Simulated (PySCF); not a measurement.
**CsK⁺ from Hartree–Fock to correlated methods**

State: ²Σ⁺ (doublet), unpaired electrons σ ↑. Set-up: PySCF, scalar-relativistic core potentials, basis sets Cs def2-SVPD with ECP46, K def2-SVPD. De refers to Cs⁺ + K in their ground configurations, without counterpoise correction. The functionals are run spin-unrestricted. A positive dipole points towards K; it is taken about the centre of mass and depends on that origin.

```json
{"Level": "UHF", "Re (Å)": "5.300", "ωe (cm⁻¹)": "46.5", "De (eV)": "0.50", "μ (D)": "4.30"}
{"Level": "UHF-MP2", "Re (Å)": "5.095", "ωe (cm⁻¹)": "48.2", "De (eV)": "0.54", "μ (D)": "n/a"}
{"Level": "UHF-SCS-MP2", "Re (Å)": "5.130", "ωe (cm⁻¹)": "47.8", "De (eV)": "0.54", "μ (D)": "n/a"}
{"Level": "UHF-CCSD", "Re (Å)": "5.075", "ωe (cm⁻¹)": "48.5", "De (eV)": "0.56", "μ (D)": "n/a"}
{"Level": "UHF-CCSD(T)", "Re (Å)": "5.069", "ωe (cm⁻¹)": "48.6", "De (eV)": "0.56", "μ (D)": "n/a"}
{"Level": "PBE", "Re (Å)": "5.024", "ωe (cm⁻¹)": "45.0", "De (eV)": "0.60", "μ (D)": "4.70"}
{"Level": "PW91", "Re (Å)": "4.995", "ωe (cm⁻¹)": "45.6", "De (eV)": "0.62", "μ (D)": "4.72"}
{"Level": "r²SCAN", "Re (Å)": "4.985", "ωe (cm⁻¹)": "49.7", "De (eV)": "0.56", "μ (D)": "4.44"}
{"Level": "TPSSh", "Re (Å)": "5.077", "ωe (cm⁻¹)": "47.1", "De (eV)": "0.62", "μ (D)": "4.70"}
{"Level": "r²SCANh", "Re (Å)": "4.974", "ωe (cm⁻¹)": "50.2", "De (eV)": "0.56", "μ (D)": "4.43"}
{"Level": "PBE0", "Re (Å)": "5.023", "ωe (cm⁻¹)": "47.7", "De (eV)": "0.59", "μ (D)": "4.55"}
{"Level": "LC-ωPBE", "Re (Å)": "5.044", "ωe (cm⁻¹)": "51.6", "De (eV)": "0.59", "μ (D)": "4.37"}
```

(1) Which functional lies closest to UHF-CCSD(T) in De, which farthest, and by how much do they differ from it?

(2) What does the step from GGA to meta-GGA do here, going from PBE to r²SCAN?

Correlated steps freeze 5 core orbitals. Correlated levels converge slowly with the basis: in double zeta they bind strong bonds too weakly, by up to about 1 eV, and carry superposition errors of some tenths. Spin–orbit coupling is left out. For an ion De counts to the pair picked by the measured ionisation energies or electron affinities, which need not be the lowest pair at this level. The state was picked by a PBE0 search and need not be the measured ground state.

The whole job (state search and all levels along the bond) took about 2.3 min on 1 thread of Arm Neoverse V2 (shared host), peak memory 0.66 GiB.

Results:

(1) Closest is r²SCAN (-8.4 pm in Re, +2.3 % in ωe, +0.00 eV in De against UHF-CCSD(T) in the same basis), farthest PW91 (-7.4 pm in Re, -6.2 % in ωe, +0.06 eV in De). CCSD(T) converges more slowly with the basis than the functionals do and binds too weakly in this one, so the order can change at the basis-set limit.

(2) r²SCAN less PBE: -3.9 pm in Re, +10.4 % in ωe, -0.04 eV in De.
